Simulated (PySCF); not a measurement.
TiF₃, SMILES [F][Ti+]([F])[F], charge +1, multiplicity 1. Coordinates come from a PBE-D3(BJ)/def2-SVP optimisation. The spin state was assumed, not searched. The isomer is the one that the SMILES or the coordinates give; other isomers of the formula were not compared.

Computed with PBE-D3(BJ)/def2-SVP (PySCF 2.14.0).

Harmonic wavenumbers (cm⁻¹): 173, 215, 215, 811, 887, 887. Rotational constants (GHz): 6.228, 6.228, 3.456; symmetry number 3.

Problem. Work out the zero-point energy and the ideal-gas rigid-rotor harmonic-oscillator thermochemistry at 298.15 K and 1 atm.

Solution. ZPE = ½ Σ hcν = ½ × 3186 cm⁻¹ = 19.06 kJ/mol. H − E(el) = 33.88 kJ/mol. Entropy in J/(mol K): translation 166.77, rotation 96.66, vibration 28.90, total 292.33. G − E(el) = -53.28 kJ/mol. Cp = 63.31 J/(mol K).
